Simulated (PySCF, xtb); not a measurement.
Al(H) cation (AlH), SMILES [AlH] (connectivity only; charge and spin as stated), charge +1, multiplicity 2.

Harmonic wavenumbers (cm⁻¹) from GFN2-xTB (xtb) at its own minimum, in rising order: 1574.

### Question
What does PBE-D3(BJ)/def2-TZVPD in PySCF give at its own minimum? (The exact figures need the calculation; the answer reports its results.)

### Answer
1581. Paired by order, the mean absolute difference is 7 cm⁻¹ and the zero-point energies are 2.3 and 2.3 kcal/mol.
